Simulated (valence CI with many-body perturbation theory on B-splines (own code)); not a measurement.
## E1 line list for Pd31+

Level of theory: valence CI with perturbative core correlation (CI+MBPT): five valence electrons over a frozen Dirac-Fock core [Ne], a basis of 9 s, 9 p, 8 d, 6 f, 3 g, 1 h functions for each j, with the one-electron correlation potential Σ1 (screened to all orders), the two-electron term Σ2, the three-electron term Σ3, Breit, model QED; selected single and double excitations, second order for the rest (own B-spline code, finite nucleus).

No measured spectrum was set against this ion. As an estimate, large intervals hold to a few tenths of a per cent, small ones and those within an open d or f shell to about a per cent. Among the levels kept, up to 600 cm⁻¹ of a level comes from second order outside the variational space, and about a tenth of that is noise between levels of different J, which matters for small intervals.

Lines 151 to 199 of 199 in falling wavelength, among levels below 2003500 cm⁻¹, chosen from the strongest by gf and those to the six lowest levels. Wavelengths and rates use the calculated energies. Electric multipoles are in the length gauge, E1 and E2 with the static RPA response of the core. Weak lines are less certain than strong ones. Lines between different terms over intervals too small for the method are left out, as are lines whose strength nearly cancels. The highest levels of a list are the least certain.

Levels are named by their leading jj configuration (3d3/2^4 stands for four electrons in 3d with j = 3/2), which in mixed levels can hold well under half, so a name can repeat and another be missing. Letters in brackets count levels of one name in rising energy.

```
λ vac (nm)                               Upper                       Lower   A (s⁻¹)  log gf  Branch %
     8.046  (3s^2 3p1/2 3p3/2 3d5/2) J=3/2 [b]  (3s^2 3p1/2 3p3/2^2) J=3/2  7.76e+10   -0.52      31.4
     8.007                  (3s 3p3/2^4) J=1/2        (3s^2 3p3/2^3) J=3/2  3.36e+11   -0.19      98.1
     7.966      (3s^2 3p3/2^2 3d5/2) J=5/2 [b]        (3s^2 3p3/2^3) J=3/2  2.45e+11    0.15      96.2
     7.966  (3s^2 3p1/2 3p3/2 3d5/2) J=1/2 [b]  (3s^2 3p1/2 3p3/2^2) J=1/2  1.14e+11   -0.66      90.5
     7.952            (3s 3p1/2 3p3/2^3) J=5/2  (3s^2 3p1/2^2 3p3/2) J=3/2  5.47e+08   -2.51       7.1
     7.897  (3s^2 3p1/2 3p3/2 3d5/2) J=3/2 [c]  (3s^2 3p1/2 3p3/2^2) J=3/2  6.74e+09   -1.60       7.2
     7.868  (3s^2 3p1/2 3p3/2 3d5/2) J=5/2 [b]  (3s^2 3p1/2 3p3/2^2) J=3/2  1.45e+11   -0.09      58.0
     7.707  (3s^2 3p1/2 3p3/2 3d5/2) J=1/2 [a]  (3s^2 3p1/2 3p3/2^2) J=3/2  1.32e+09   -2.63       1.1
     7.619          (3s^2 3p3/2^2 3d3/2) J=1/2  (3s^2 3p1/2 3p3/2^2) J=1/2  1.84e+10   -1.49       5.6
     7.608          (3s^2 3p3/2^2 3d5/2) J=7/2  (3s^2 3p1/2 3p3/2^2) J=5/2  4.67e+09   -1.49     100.0
     7.554      (3s^2 3p3/2^2 3d3/2) J=3/2 [a]  (3s^2 3p1/2 3p3/2^2) J=1/2  2.69e+10   -1.04       7.8
     7.386            (3s 3p1/2 3p3/2^3) J=1/2  (3s^2 3p1/2^2 3p3/2) J=3/2  3.54e+10   -1.24      40.1
     7.313  (3s^2 3p1/2 3p3/2 3d5/2) J=3/2 [a]  (3s^2 3p1/2^2 3p3/2) J=3/2  5.80e+09   -1.73      10.9
     7.286  (3s^2 3p1/2 3p3/2 3d5/2) J=1/2 [b]  (3s^2 3p1/2 3p3/2^2) J=3/2  4.87e+08   -3.11       0.4
     7.247  (3s^2 3p1/2 3p3/2 3d5/2) J=5/2 [a]  (3s^2 3p1/2^2 3p3/2) J=3/2  9.15e+10   -0.36      74.6
     7.205          (3s^2 3p3/2^2 3d3/2) J=5/2  (3s^2 3p1/2 3p3/2^2) J=5/2  1.99e+11   -0.03      64.3
     7.200      (3s^2 3p3/2^2 3d3/2) J=3/2 [a]  (3s^2 3p1/2 3p3/2^2) J=5/2  1.01e+11   -0.50      29.0
     7.068      (3s^2 3p3/2^2 3d3/2) J=3/2 [b]  (3s^2 3p1/2 3p3/2^2) J=1/2  2.27e+11   -0.17      85.5
     7.034          (3s^2 3p3/2^2 3d3/2) J=7/2  (3s^2 3p1/2 3p3/2^2) J=5/2  2.84e+11    0.23     100.0
     6.995          (3s^2 3p3/2^2 3d3/2) J=1/2  (3s^2 3p1/2 3p3/2^2) J=3/2  3.02e+11   -0.35      91.5
     6.986  (3s^2 3p1/2 3p3/2 3d3/2) J=3/2 [b]  (3s^2 3p1/2^2 3p3/2) J=3/2  3.64e+11    0.03      94.8
     6.944          (3s^2 3p3/2^2 3d3/2) J=5/2  (3s^2 3p1/2 3p3/2^2) J=3/2  1.04e+11   -0.35      33.6
     6.940      (3s^2 3p3/2^2 3d3/2) J=3/2 [a]  (3s^2 3p1/2 3p3/2^2) J=3/2  2.19e+11   -0.20      63.1
     6.925  (3s^2 3p1/2 3p3/2 3d3/2) J=5/2 [b]  (3s^2 3p1/2^2 3p3/2) J=3/2  1.79e+11   -0.11      80.6
     6.859  (3s^2 3p1/2 3p3/2 3d3/2) J=1/2 [b]  (3s^2 3p1/2^2 3p3/2) J=3/2  2.79e+11   -0.41      92.2
     6.807      (3s^2 3p3/2^2 3d5/2) J=5/2 [a]  (3s^2 3p1/2 3p3/2^2) J=5/2  2.89e+09   -1.92      73.1
     6.757      (3s^2 3p3/2^2 3d3/2) J=3/2 [b]  (3s^2 3p1/2 3p3/2^2) J=5/2  4.32e+09   -1.93       1.6
     6.720          (3s^2 3p3/2^2 3d5/2) J=3/2  (3s^2 3p1/2 3p3/2^2) J=1/2  4.94e+10   -0.87      23.2
     6.695  (3s^2 3p1/2 3p3/2 3d5/2) J=3/2 [b]  (3s^2 3p1/2^2 3p3/2) J=3/2  1.38e+09   -2.43       0.6
     6.652                  (3s 3p3/2^4) J=1/2  (3s^2 3p1/2 3p3/2^2) J=1/2  5.14e+08   -3.17       0.1
     6.591  (3s^2 3p1/2 3p3/2 3d5/2) J=3/2 [c]  (3s^2 3p1/2^2 3p3/2) J=3/2  3.72e+10   -1.01      39.8
     6.574      (3s^2 3p3/2^2 3d5/2) J=5/2 [a]  (3s^2 3p1/2 3p3/2^2) J=3/2  6.46e+07   -3.60       1.6
     6.571  (3s^2 3p1/2 3p3/2 3d5/2) J=5/2 [b]  (3s^2 3p1/2^2 3p3/2) J=3/2  4.87e+10   -0.72      19.4
     6.528      (3s^2 3p3/2^2 3d3/2) J=3/2 [b]  (3s^2 3p1/2 3p3/2^2) J=3/2  3.73e+09   -2.02       1.4
     6.458  (3s^2 3p1/2 3p3/2 3d5/2) J=1/2 [a]  (3s^2 3p1/2^2 3p3/2) J=3/2  7.46e+09   -2.03       6.5
     6.439          (3s^2 3p3/2^2 3d5/2) J=3/2  (3s^2 3p1/2 3p3/2^2) J=5/2  2.82e+09   -2.15       1.3
     6.350      (3s^2 3p3/2^2 3d5/2) J=5/2 [b]  (3s^2 3p1/2 3p3/2^2) J=5/2  4.39e+09   -1.80       1.7
     6.230          (3s^2 3p3/2^2 3d5/2) J=3/2  (3s^2 3p1/2 3p3/2^2) J=3/2  4.13e+07   -4.02       0.0
     6.172                  (3s 3p3/2^4) J=1/2  (3s^2 3p1/2 3p3/2^2) J=3/2  5.43e+09   -2.21       1.6
     6.160  (3s^2 3p1/2 3p3/2 3d5/2) J=1/2 [b]  (3s^2 3p1/2^2 3p3/2) J=3/2  3.29e+08   -3.43       0.3
     6.147      (3s^2 3p3/2^2 3d5/2) J=5/2 [b]  (3s^2 3p1/2 3p3/2^2) J=3/2  4.34e+09   -1.83       1.7
     5.951          (3s^2 3p3/2^2 3d3/2) J=1/2  (3s^2 3p1/2^2 3p3/2) J=3/2  1.86e+07   -4.70       0.0
     5.914          (3s^2 3p3/2^2 3d3/2) J=5/2  (3s^2 3p1/2^2 3p3/2) J=3/2  3.60e+07   -3.95       0.0
     5.911      (3s^2 3p3/2^2 3d3/2) J=3/2 [a]  (3s^2 3p1/2^2 3p3/2) J=3/2  2.16e+08   -3.35       0.1
     5.644      (3s^2 3p3/2^2 3d5/2) J=5/2 [a]  (3s^2 3p1/2^2 3p3/2) J=3/2  9.06e+08   -2.59      22.9
     5.609      (3s^2 3p3/2^2 3d3/2) J=3/2 [b]  (3s^2 3p1/2^2 3p3/2) J=3/2  7.15e+08   -2.87       0.3
     5.388          (3s^2 3p3/2^2 3d5/2) J=3/2  (3s^2 3p1/2^2 3p3/2) J=3/2  8.37e+08   -2.84       0.4
     5.344                  (3s 3p3/2^4) J=1/2  (3s^2 3p1/2^2 3p3/2) J=3/2  6.52e+08   -3.25       0.2
     5.326      (3s^2 3p3/2^2 3d5/2) J=5/2 [b]  (3s^2 3p1/2^2 3p3/2) J=3/2  8.03e+08   -2.69       0.3
```

(1) How does gf follow from A for the line at 7.068 nm?

## Answers

(1) gf = 1.4992 × (2J+1)_upper × A / σ², with σ = 1414778 cm⁻¹ and 2J+1 = 4: gf = 0.680.
